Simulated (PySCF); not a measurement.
Members of one family of related compounds. Computed with TDDFT PBE0/def2-SVPD, vertical, gas phase, core orbitals frozen in the response in PySCF 2.14.0, density-fitted response routines. Geometries: PBE0-D3(BJ)/def2-SVP; one conformer of each isolated species. Triplets are in the Tamm–Dancoff approximation.

Question: Rank by computed lowest singlet excitation energy, lowest first.
A. `[BH3-][NH2+]CCC=C`
B. `[BH3-][NH2+]CCC`
C. `[H]/N=C\C[NH2+][BH3-]`
D. `[BH3-][NH2+]CC(F)(F)C(F)(F)F`
E. `[BH3-][NH2+]COC(C)=O`

Answer: C (5.09 eV), E (5.87 eV), A (6.28 eV), B (6.53 eV), D (6.74 eV).

| SMILES | S1 (eV) | f (S1) | T1 (eV) | α (au) | gap (eV) | first f ≥ 0.01 (nm) | S1 mainly |
| --- | --- | --- | --- | --- | --- | --- | --- |
| [H]/N=C\C[NH2+][BH3-] | 5.09 | 0.003 | 4.26 | 61.8 | 6.69 | 209 | H-2→L (61%) |
| [BH3-][NH2+]COC(C)=O | 5.87 | 0.001 | 5.33 | 72.4 | 7.02 | 179 | H-2→L (91%) |
| [BH3-][NH2+]CCC=C | 6.28 | 0.001 | 4.35 | 77.4 | 7.23 | 183 | H→L (99%) |
| [BH3-][NH2+]CCC | 6.53 | 0.012 | – | 67.1 | 7.60 | 190 | H→L (53%) |
| [BH3-][NH2+]CC(F)(F)C(F)(F)F | 6.74 | 0.013 | 6.59 | 69.2 | 7.87 | 184 | H→L (86%) |

H and L stand for HOMO and LUMO; a dash means that no computed state gives the value.

Mean S1 by what the SMILES shows (count): single bonds only 6.63 eV (2); a double or triple bond but no aromatic ring 5.75 eV (3).

- `[H]/N=C\C[NH2+][BH3-]`: Löwdin shares by element: HOMO boron 36%, hydrogen 34% or more, nitrogen 10% or more (atoms not listed hold the other 21%); LUMO carbon 48%, nitrogen 34% or more, hydrogen 6% or more.
- `[BH3-][NH2+]COC(C)=O`: Löwdin shares by element: HOMO (one of a set within 0.03 eV) hydrogen 45% or more, boron 42%, nitrogen 6%; LUMO carbon 45% or more, oxygen 40%.
- `[BH3-][NH2+]CCC=C`: Löwdin shares by element: HOMO (one of a set within 0.03 eV) hydrogen 46% or more, boron 40%; LUMO carbon 66% or more, hydrogen 11% or more (atoms not listed hold the other 23%).
- `[BH3-][NH2+]CCC`: Löwdin shares by element: HOMO (one of a set within 0.03 eV) hydrogen 48% or more, boron 42%; LUMO hydrogen 22% or more, carbon 14% or more, boron 12% (atoms not listed hold the other 52%).
- `[BH3-][NH2+]CC(F)(F)C(F)(F)F`: Löwdin shares by element: HOMO (one of a set within 0.03 eV) hydrogen 45% or more, boron 42%, nitrogen 6%; LUMO hydrogen 23% or more, boron 14%, nitrogen 10% (atoms not listed hold the other 53%).
